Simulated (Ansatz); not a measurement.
C2H7FSi2 can be A, `FC1C[SiH2][SiH2]1`, or B, `F[SiH2]C1C[SiH2]1`.

Program: Ansatz. Geometries: PBE0-D4/def2-TZVP. ΔE: electronic, gas phase. CCSD(T)/CBS adds triple-zeta CCSD(T) − MP2 to the extrapolated MP2 energy (def2 sets, frozen cores). DFT in def2-TZVPP. B3LYP here is the variant with VWN-RPA as its local correlation; programs differ in this. One conformer a species, not always the lowest.

(1) Which is lower in electronic energy at CCSD(T)/CBS, and by how much? (Estimate.)

(2) Give E(B) − E(A) in kJ/mol with B3LYP-D4, CCSD/def2-TZVPP, HF/def2-TZVPP, CCSD(T)/def2-TZVPP, PBE0-D4, PBE-D4, MP2/def2-TZVPP. (Best estimate.)

Largest T1 diagnostic: 0.013.

Answers

(1) Ansatz gave: B, by 183.2 kJ/mol.

(2) Computed: B3LYP-D4 -172.7, CCSD/def2-TZVPP -181.0, HF/def2-TZVPP -187.8, CCSD(T)/def2-TZVPP -179.0, PBE0-D4 -161.5, PBE-D4 -153.6, MP2/def2-TZVPP -197.8. None reverses the order clearly.

From PBE to PBE0 (25 % exact exchange), in def2-TZVPP and without D4, E(B) − E(A) moves by −7.6 kJ/mol.
